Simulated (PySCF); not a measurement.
PySCF input file for C4H6S, SMILES C1SCCC=1, PBE/pcSseg-1. Geometry optimised at PBE-D3(BJ)/def2-SVP. Other conformers were not sampled.

```python
import numpy as np
from pyscf import gto, scf, dft
from pyscf.prop.nmr import rks as nmr

mol = gto.M(
    atom='''
    C     1.02839399   -0.92563661    0.55822573
    C     1.25910301    0.13894087   -0.24040739
    S    -0.18571558    0.99729916   -0.79104669
    C    -1.21013064    0.05411575    0.43348135
    C    -0.43688534   -1.23533706    0.76365248
    H     1.83085560   -1.56830081    0.94898682
    H     2.24080136    0.49236309   -0.58779986
    H    -1.32206293    0.69548955    1.33234592
    H    -2.21195764   -0.12686535    0.00056268
    H    -0.73928355   -2.06402254    0.07933203
    H    -0.66978983   -1.57794826    1.79360665
    ''',
    basis='pcSseg-1',
    charge=0,
    spin=0,
    max_memory=1600,
    verbose=3,
)
mf = dft.RKS(mol, xc='pbe')
mf.grids.level = 3
mf.conv_tol = 1e-10
mf.max_cycle = 100
mf.kernel()
n = nmr.NMR(mf)
n.verbose = 2
n.max_cycle_cphf = 60
sigma = n.kernel()
print('atom   isotropic/ppm   span/ppm')
for i, s in enumerate(sigma):
    w = np.linalg.eigvalsh((s + s.T) / 2)
    print(f'{mol.atom_symbol(i):2s}{i + 1:3d} {w.mean():14.3f} {w[2] - w[0]:11.3f}')
```

Program output:

```
converged SCF energy = -553.790924134334
atom   isotropic/ppm   span/ppm
C   1         55.241     161.174
C   2         41.274     170.853
S   3        390.897     432.363
C   4        136.256      69.602
C   5        138.550      46.398
H   6         25.527       4.981
H   7         25.035       3.765
H   8         27.815      13.188
H   9         27.899      10.263
H  10         28.239      11.054
H  11         28.292       9.815
```

Self-consistency was reached.
